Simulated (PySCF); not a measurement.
**Electron correlation in Cl (chlorine, neutral)**

Starting occupation: [Ne] 3s1 3p6, 3s1/2 with m_j = +1/2. All numbers are calculated (PySCF 2.14, X2C-1e with screened-nucleus spin-orbit coupling, Gaussian nucleus, in x2c-TZVPall-2c with one added diffuse shell each of s, p type (6s7p2d1f, 44 functions)). Frozen: [Ne]; 7 electrons correlated; the 6 highest virtual spinors left out.

MP2 pair energies summed by pair of shells (mhartree):

```tsv
pair	energy	share (%)
3p-3p	-220.11	90.2
3p-3s	-23.92	9.8
```

Total MP2 correlation energy: -244.03 mhartree.

The GHF reference relaxed away from the jj start to a determinant that is no pure jj level (⟨S²⟩ = 0.78, ⟨J²⟩ = 0.78); the energies belong to that determinant.
